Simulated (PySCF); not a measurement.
H2S2, SMILES SS.

Geometry optimised at PBE0-D3(BJ)/def2-TZVP.

Two levels are set side by side: TDDFT-PBE/def2-TZVPD (PySCF) and TDDFT-CAM-B3LYP/def2-TZVPD (PySCF). Vertical, same geometry. The lowest singlet is HOMO−1→LUMO 99 % with PBE and HOMO→LUMO 86 % with the other functional; states are paired by order. Differences are taken from unrounded values.

```tsv
quantity	TDDFT-CAM-B3LYP	TDDFT-PBE	TDDFT-PBE minus TDDFT-CAM-B3LYP
lowest singlet excitation (eV)	4.88	4.55	-0.33
lowest triplet excitation (TDA) (eV)	4.19	3.90	-0.29
first bright state (f over 0.05) (eV)	7.79	7.13	-0.66
its oscillator strength	0.20	0.07	-0.12
```

Functionals without exact exchange tend to place singlet excitations lower, as here. Differences between two approximate levels are no errors against the true value.

Rough cost on one machine, each run with all the roots and properties that it gave: TDDFT-CAM-B3LYP against TDDFT-PBE about 9 times.
